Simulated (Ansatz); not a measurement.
System: GaCl2, charge 1, multiplicity 1. It need not be the lowest isomer of its formula. SMILES: [Cl][Ga+][Cl]
Coordinates optimised at B3LYP-D3(BJ)/def2-TZVP (Ansatz, a program for electronic structure):
```
Ga
Cl 1 2.0381
Cl 1 2.0381 2 180.00
```
Charge +1, spin multiplicity 1.

Parts of the frozen-core correlation energy in STO-3G (Ansatz, hartree). Frozen orbitals: 24; correlated occupied orbitals by spin: 8 and 8; virtual: 4 and 4. No spin-orbit coupling. Non-relativistic. The restricted reference is unstable.

```csv
term,value
reference (HF),-2809.93418
MP2 opposite-spin,(withheld)
MP2 same-spin,(withheld)
CCSD correlation,(withheld)
(T),-0.00416
FCI minus CCSD(T),-0.00042
T1 diagnostic,0.018
largest doubles amplitude,0.051
```

Problem. Complete the blanks.

Solution. 
- MP2 opposite-spin, value: -0.02971
- MP2 same-spin, value: -0.00910
- CCSD correlation, value: -0.04630
